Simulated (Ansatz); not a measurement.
Reaction (SMILES): [C]#CO → [C-]#CO (an electron is taken up)
Geometries: B3LYP-D3(BJ)/def2-TZVP minima from Ansatz (an electronic-structure program).

Wanted: adiabatic electron affinity (electronic energy difference), positive where the reaction releases energy, in eV. Cores are frozen in the correlated levels unless marked. UHF or UKS for open shells. No spin-orbit coupling. Non-relativistic. Anions need diffuse functions: aug- sets have them; def2-D sets add few; the other sets have none. CBS marks a two-point X^-3 extrapolation of the correlation energy; Hartree-Fock from the larger set. [CCSD(T)-MP2]/basis is that difference in the basis named.

```csv
level,program,adiabatic electron affinity (eV),minus last row
HF/6-31G*,Ansatz,0.51,-2.10
HF/cc-pwCVTZ,Ansatz,0.94,-1.67
BLYP/def2-TZVPD,Ansatz,2.25,-0.36
PBE0/def2-QZVPP,Ansatz,2.27,-0.34
CCSD/aug-cc-pVTZ,Ansatz,2.39,-0.22
CCSD(T)/aug-cc-pVTZ,Ansatz,2.52,-0.09
"RI-MP2/CBS(aug-cc-pVTZ,aug-cc-pVQZ)+[CCSD(T)-MP2]/aug-cc-pVTZ",Ansatz,2.61,0.00
```
